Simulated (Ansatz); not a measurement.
Species: C8H6Te, SMILES `c1ccc2c[te]cc2c1` (charge 0, multiplicity 1).

Task: Give a relaxed geometry from PBE-D3(BJ)/def2-SVP (Ansatz, a first-principles code).

Result: the end point of this relaxation (outside a Z-matrix the atoms follow the SMILES, hydrogens last).
Bonds (Å): C1–C2 1.436, C1–C9 1.378, C1–H10 1.101, C2–C3 1.378, C2–H11 1.101, C3–C4 1.440, C3–H12 1.101, C4–C5 1.393, C4–C8 1.471, C5–Te6 2.063, C5–H13 1.098, Te6–C7 2.063, C7–C8 1.393, C7–H14 1.098, C8–C9 1.440, C9–H15 1.101. Bond angles (°): C2–C1–C9 120.9, C2–C1–H10 119.2, C9–C1–H10 119.9, C1–C2–C3 120.9, C1–C2–H11 119.2, C3–C2–H11 119.9, C2–C3–C4 120.5, C2–C3–H12 120.7, C4–C3–H12 118.8, C3–C4–C5 124.5, C3–C4–C8 118.6, C5–C4–C8 116.9, C4–C5–Te6 111.6, C4–C5–H13 125.7, Te6–C5–H13 122.7, C5–Te6–C7 82.9, Te6–C7–C8 111.6, Te6–C7–H14 122.7, C8–C7–H14 125.7, C4–C8–C7 116.9, C4–C8–C9 118.6, C7–C8–C9 124.5, C1–C9–C8 120.5, C1–C9–H15 120.7, C8–C9–H15 118.8.
